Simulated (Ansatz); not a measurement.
Ansatz results at the PBE0-D4/def2-TZVP geometry: LUMO energy (PBE0/def2-TZVPP) -0.26 eV; size of the dipole moment (ωB97M-V/def2-TZVPP) 0.88 D; HOMO–LUMO gap (B3LYP/def2-TZVPP) 6.93 eV.

Each molecule was computed in one conformer, which needn't be the lowest.

(1) Which molecule gave them?
A. `[NH2][Ta]([NH2])([OH])=[S]`
B. `[O]=[Ta]([OH])([F])[F]`
C. `C[O][Ta]([O]C)([O]C)([O]C)[O]C`
D. `[NH2][Ta]([NH2])(=[O])[F]`

## Answers

(1) C. The others give `[NH2][Ta]([NH2])([OH])=[S]`: -0.90, 3.45, 5.90; `[O]=[Ta]([OH])([F])[F]`: -1.06, 2.58, 8.22; `[NH2][Ta]([NH2])(=[O])[F]`: -0.39, 4.25, 6.98.

B3LYP here is the variant with VWN-RPA as its local correlation; programs differ in this.
